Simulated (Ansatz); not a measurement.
Total energies of `FC(F)(F)c1ccc(-c2ccc(-c3ccc(-c4ccc(-c5ccc(-c6ccc(C(F)(F)F)cc6)cc5)cc4)cc3)cc2)cc1` from Ansatz at PBE0-D4/def2-TZVP, gas phase (1 Eh = 27.2114 eV = 2625.5 kJ/mol). The reference geometry is relaxed at PBE-D4/def2-SVP.

```tsv
state	geometry	energy (Eh)
charge 0 singlet	reference	-2060.17993
charge 1 doublet	reference	-2059.91602
charge -1 doublet	reference	-2060.22640
free F atom (doublet)	–	-99.67617
free C atom (triplet)	–	-37.80537
free H atom (doublet)	–	-0.50104
```

Single mean-field runs in def2-TZVP are fitted with def2-universal-jkfit.

(1) Work out the vertical ionisation energy to the doublet.

(2) Work out the vertical electron affinity, to the doublet.

(3) Give the fundamental gap IE − EA, the Mulliken electronegativity (IE + EA)/2 and the hardness (IE − EA)/2.

(4) What is the binding energy per atom against free atoms?

(1) E(charge 1 doublet) − E(charge 0 singlet) = -2059.91602 − (-2060.17993) = 0.26391 Eh = 7.18 eV. For comparison, −ε of the highest occupied level is 6.20 eV at this level, 0.98 eV less.

(2) E(charge 0 singlet) − E(charge -1 doublet) = -2060.17993 − (-2060.22640) = 0.04647 Eh = 1.26 eV. The basis lacks diffuse functions, which makes affinities too small.

(3) From the values in Eh: IE − EA = 0.26391 − 0.04647 = 0.21744 Eh = 5.92 eV; (IE + EA)/2 = 4.22 eV; (IE − EA)/2 = 2.96 eV. The HOMO–LUMO gap of the same run is 4.13 eV, 1.79 eV smaller than the fundamental gap.

(4) Atoms: 6 × (-99.67617) + 38 × (-37.80537) + 24 × (-0.50104) = -2046.68604 Eh. Binding: -2046.68604 − (-2060.17993) = 13.49389 Eh = 367.19 eV, or 5.40 eV for each of 68 atoms (no zero-point energy, no counterpoise term).
